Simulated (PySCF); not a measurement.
Members of one series of related molecules.

All values: wB97X-D/def2-SVPD (PySCF) at PBE0-D3(BJ)/def2-SVP geometries, gas phase, one conformer each. Core orbitals are frozen in the response; Δα² is half the sum of the squared differences of the principal polarisabilities. The calculation is non-relativistic, for germanium too.

Problem. Rank by HOMO energy, lowest first.
A. `F[CH2][GeH2][GeH2][GeH3]`
B. `[SiH3][N]([SiH3])[GeH2][GeH2][GeH3]`
C. `F[B](F)[GeH2][GeH2][GeH3]`

Solution. C (-9.59 eV), A (-9.43 eV), B (-8.88 eV).

Problem. Rank by mean static polarisability, lowest first.
A. `F[CH2][GeH2][GeH2][GeH3]`
B. `[SiH3][N]([SiH3])[GeH2][GeH2][GeH3]`
C. `O=[CH][GeH2][GeH2][GeH3]`

Solution. A (16.98 Å³), C (17.28 Å³), B (23.71 Å³).

Problem. Rank by dipole moment, lowest first.
A. `[SiH3:1][N:2]([SiH3:3])[GeH2:4][GeH2:5][GeH3:6]` with Si1–N2–Ge4–Ge5 77°, N2–Ge4–Ge5–Ge6 -61°
B. `[F:1][CH2:2][GeH2:3][GeH2:4][GeH3:5]` with F1–C2–Ge3–Ge4 55°, C2–Ge3–Ge4–Ge5 -26°
C. `[F:1][B:2]([F:3])[GeH2:4][GeH2:5][GeH3:6]` with F1–B2–Ge4–Ge5 110°, B2–Ge4–Ge5–Ge6 62°
D. `[O:1]=[CH:2][GeH2:3][GeH2:4][GeH3:5]` with O1–C2–Ge3–Ge4 1°, C2–Ge3–Ge4–Ge5 0°

Solution. A (0.72 D), C (1.02 D), B (1.53 D), D (1.90 D).

All values together:

```json
{"SMILES": "F[B](F)[GeH2][GeH2][GeH3]", "formula": "BF2Ge3H7", "μ (D)": "1.02", "HOMO (eV)": "-9.59", "LUMO (eV)": "0.53", "α (Å³)": "17.23", "Δα (Å³)": "5.31", "electrons": "126", "α per electron (Å³)": "0.137", "ΔSCF removal energy (eV)": "9.69"}
{"SMILES": "O=[CH][GeH2][GeH2][GeH3]", "formula": "CH8Ge3O", "μ (D)": "1.90", "HOMO (eV)": "-8.96", "LUMO (eV)": "0.23", "α (Å³)": "17.28", "Δα (Å³)": "6.35", "electrons": "118", "α per electron (Å³)": "0.146", "ΔSCF removal energy (eV)": "9.19"}
{"SMILES": "F[CH2][GeH2][GeH2][GeH3]", "formula": "CH9FGe3", "μ (D)": "1.53", "HOMO (eV)": "-9.43", "LUMO (eV)": "1.28", "α (Å³)": "16.98", "Δα (Å³)": "5.15", "electrons": "120", "α per electron (Å³)": "0.141", "ΔSCF removal energy (eV)": "9.53"}
{"SMILES": "[SiH3][N]([SiH3])[GeH2][GeH2][GeH3]", "formula": "Ge3H13NSi2", "μ (D)": "0.72", "HOMO (eV)": "-8.88", "LUMO (eV)": "1.08", "α (Å³)": "23.71", "Δα (Å³)": "6.03", "electrons": "144", "α per electron (Å³)": "0.165", "ΔSCF removal energy (eV)": "8.76"}
```

Conformers: `[F:1][B:2]([F:3])[GeH2:4][GeH2:5][GeH3:6]` with F1–B2–Ge4–Ge5 110°, B2–Ge4–Ge5–Ge6 62°; `[O:1]=[CH:2][GeH2:3][GeH2:4][GeH3:5]` with O1–C2–Ge3–Ge4 1°, C2–Ge3–Ge4–Ge5 0°; `[F:1][CH2:2][GeH2:3][GeH2:4][GeH3:5]` with F1–C2–Ge3–Ge4 55°, C2–Ge3–Ge4–Ge5 -26°; `[SiH3:1][N:2]([SiH3:3])[GeH2:4][GeH2:5][GeH3:6]` with Si1–N2–Ge4–Ge5 77°, N2–Ge4–Ge5–Ge6 -61°.
